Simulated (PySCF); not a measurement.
## Calculated NMR parameters of 2-Fluoropyrimidine

```yaml
Formula: C4H3FN2
SMILES: Fc1ncccn1
Point_group_of_the_computed_structure: C2v
Degrees_of_unsaturation: 4
Carbon_signals: 3
Proton_signals: 2
```

Structure with atom numbers: `[F:1][c:2]1[n:3][cH:4][cH:5][cH:6][n:7]1`. Hydrogens are named by the atom that carries them.

[PySCF: B97-2/pcSseg-2 with gauge-including orbitals; J: B3LYP/pcJ-1 (spin–dipole term only in couplings to heteroatoms); PBE0-D3(BJ)/def2-SVP structure; rapidly exchanging positions averaged; non-relativistic Hamiltonian; in vacuum; single conformer]

Chemical shifts δ = σref − σ; 1H (σref 31.36), 13C (σref 183.46) vs TMS; CFCl3 for 19F (σref 177.41); 15N (σref 259.60) vs NH3, all at this level.

```tsv
carbon	δC, type	δH (multiplicity, J in Hz)	HMBC from (abs. J ≥ 3 Hz)	span of the C tensor (ppm)
C2	172.0, C	–	H(C4)/H(C6)	145
C4/C6	168.0, CH	8.72 (dd, 5.2, 1.2)	H(C4)/H(C6), H(C5)	236
C5	124.0, CH	7.10 (td, 5.2, 3.3)	H(C4)/H(C6)	233
```

Other nuclei:
```csv
atoms,nucleus,environment,δ (ppm),σ (ppm)
F1,19F,aryl fluorine,-41.7,219.2
N3/N7,15N,pyridine-type ring nitrogen,290.5,-30.9
```

Selected couplings (Hz, signed; the shortest-range and largest first, 30 at most; isotopes 19F, 13C, 1H, 15N): 1J(F1,C2) -287.8, 1J(C4,H(C4)) 190.7, 1J(C5,H(C5)) 178.6, 1J(C4,C5) 58.5, 1J(C2,N3) -9.6, 2J(F1,N3) -51.5, 2J(N3,H(C4)) -13.3, 2J(N3,C5) 2.3, 3J(C2,C5) 14.2, 3J(F1,C4) 9.9, 3J(H(C4),H(C5)) 5.2, 3J(N3,C6) -2.3, 3J(N3,H(C5)) -1.3, 4J(F1,C5) 9.0, 4J(F1,H(C4)) 1.2.

- Carbon types of the structure: 1 × C, 3 × CH, which accounts for all hydrogens.
- δC 172.0: aromatic carbon bearing fluorine; the electronegative substituent deshields the carbon that carries it.
- δC 168.0: aromatic CH next to a ring nitrogen; the adjacent pyridine-type nitrogen withdraws density from it.
- δC 124.0: aromatic CH.
- δH 8.72: hydrogen on an aromatic CH next to a ring nitrogen; ring current plus the neighbouring ring nitrogen.
- δH 7.10: hydrogen on an aromatic CH; ring-current deshielding.
- The protons at 8.72 and 7.10 share a coupling of 5.2 Hz (vicinal, an ortho-type coupling).

C–F couplings over four or more bonds (about 3 Hz to the para carbon of a fluoroarene) are left out. Common functionals overestimate the size of one-bond C–F couplings by tens of Hz; these are unscaled. Splittings below 1 Hz are ignored in the labels, and close J values are merged. Unscaled 3J(H,H) at this level run about 10 % above measured values. Shifts are as computed. Against solution values, carbons near 30 ppm lie about +4 ppm off and those near 130 ppm about +7 ppm. Of 1211 compounds with measured shifts, 218 miss one by over three times the rms of a fit or turn the order of signals round; such compounds aren't used in these exercises. Unscaled 19F shifts against computed CFCl3 carry errors that often reach 10 to 50 ppm. Experimental scales use liquid or dissolved standards, which lie at an offset from isolated NH3 (liquid NH3: subtract about 20 ppm). Unscaled 15N shifts of sp2 nitrogen come out 20 to 40 ppm too high even then.
